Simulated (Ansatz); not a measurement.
Input file for Ansatz (an electronic-structure program): U-B3LYP/def2-TZVPP on H2SeZn (SMILES [ZnH][SeH]), a point of a bond scan (R = 2.211 Å).

Ansatz 0.2 input:
```yaml
crystal:
  periodic: [false, false, false]
  atoms:
    - {symbol: Zn, position_ang: [-0.70919421, -0.50984122, -0.82879930]}
    - {symbol: H, position_ang: [-1.61369366, -1.16459831, -1.88282235]}
    - {symbol: Se, position_ang: [0.65395606, 0.50525059, 0.74073403]}
    - {symbol: H, position_ang: [0.65554261, -1.33065278, 1.97239949]}
basis:
  gaussian:
    orbitals: def2-TZVPP
hamiltonian:
  xc: {name: B3LYP}
magnetization: {spin_polarized: true, initial_magnetization: 0}
```

Output:

```
WARN ansatz: RAYON_NUM_THREADS=1 ignored (pool sized by the plan → 1); use --threads N
Functional definition: B3LYP
integrals: 0.06 GiB planned
1091 factors; their error is unknown
mean field: 0.85 GiB planned
mean field evaluation 1: about -113800.8368 eV, gradient 2.8e1 eV
mean field evaluation 2: about -113796.2900 eV, gradient 5.8e1 eV
mean field evaluation 4: about -113802.7624 eV, gradient 1.8e0 eV
mean field evaluation 8: about -113803.1735 eV, gradient 1.2e-1 eV
mean field evaluation 16: about -113803.1736 eV, gradient 3.9e-5 eV
mean field -113803.17358318 eV, -4182.1894906204 hartree, gradient 9.1e-6 eV, S^2 0.000000; 2 other end points of the search recorded, 0 dependent functions left out
reference -113803.17381013 eV, -4182.1894989604 hartree; 33, 33 occupied and 107, 107 virtual orbitals, 1091 factors
Total energy: -113803.17381013 eV, -4182.1894989604 hartree
```

Self-consistency was reached.

Cost: about 10 core-seconds (a rough figure).
